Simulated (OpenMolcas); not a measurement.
## Ni6+, Pd6+, Pt6+: d4 down the group

* Program: OpenMolcas
* Method: SS-CASPT2, IPEA 0.25 Eh, imaginary shift 0.1 Eh
* Basis: ANO-RCC-VQZP
* Scalar Hamiltonian: DKH2, point nucleus
* Spin-orbit coupling: state interaction with AMFI integrals over the reference wave functions, term energies averaged over their components

Active space for each ion: 4 electrons in 10 orbitals (d d); closed shells correlated by CASPT2: Ni6+ 3s 3p; Pd6+ 4s 4p; Pt6+ 5s 5p.

Computed levels in cm-1 above 5D0:

| Level | Ni6+ | Pd6+ | Pt6+ |
| --- | --- | --- | --- |
| 5D1 | 285 | 893 | 7480 |
| 5D2 | 826 | 2270 | 13260 |
| 5D3 | 1582 | 3880 | 17310 |
| 5D4 | 2520 | 5640 | 19250 |
| 3H4 | 32180 | 21920 | 28630 |
| 3P1(1) | 32340 | 24100 | 35540 |
| 3H5 | 32850 | 24040 | 35510 |
| 3H6 | 33560 | 25600 | 38590 |
| 3F2(1) | 34840 | 25760 | 33800 |
| weight of 5D in the lowest level (%) | 99 | 94 | 56 |

Mixed levels, with the weight of the term that names them: Pd6+ 3H4 (74 %), Pt6+ 5D0 (56 %), Pt6+ 5D4 (52 %), Pt6+ 3H4 (53 %), Pt6+ 3P1(1) (71 %), Pt6+ 3H5 (75 %), Pt6+ 3H6 (69 %), Pt6+ 3F2(1) (59 %).

Measured, with the error of the calculation in %. Measured levels: Ni6+ from Corliss and Sugar, J. Phys. Chem. Ref. Data 10, 197 (1981).

```tsv
Level	Ni6+
5D1	279 (+2.2)
5D2	804 (+2.7)
5D3	1520 (+4.1)
5D4	2392 (+5.2)
3H4	31672 (+1.6)
3P1(1)	31836 (+1.6)
3H5	32286 (+1.8)
3H6	32877 (+2.1)
3F2(1)	34247 (+1.7)
```

The fine-structure level 5D4 changes by a factor of 7.64 from Ni6+ to Pt6+.

Without spin-orbit coupling 3H lies 31500, 20890, 18720 cm-1 above 5D in that order; the difference to the level 3H4, of either sign, comes from spin-orbit coupling, which also lowers the zero.

CASPT2 does not keep the components of a term degenerate, so their means are used; among the terms shown or strongly mixed into the levels shown the widest spread is 91 cm-1 (5d4 1I, Pt6+). Active for correlation alone: 4d; no level in the range computed is led by a configuration that fills it, so any true level of that kind is missing (holds for Ni6+). Active for correlation alone: 5d; no level in the range computed is led by a configuration that fills it, so any true level of that kind is missing (holds for Pd6+). Active for correlation alone: 6d; no level in the range computed is led by a configuration that fills it, so any true level of that kind is missing (holds for Pt6+). Measured partners are found by configuration, term and J. A level has none where our copy of the source lacks it or the pairing is in doubt (some pairs that miss far off the trend of their configuration count as doubtful), and it then counts in no deviation. Levels of configurations outside the active space are missing.

A number in round brackets counts repeated terms of one configuration in the order of the reference energies.
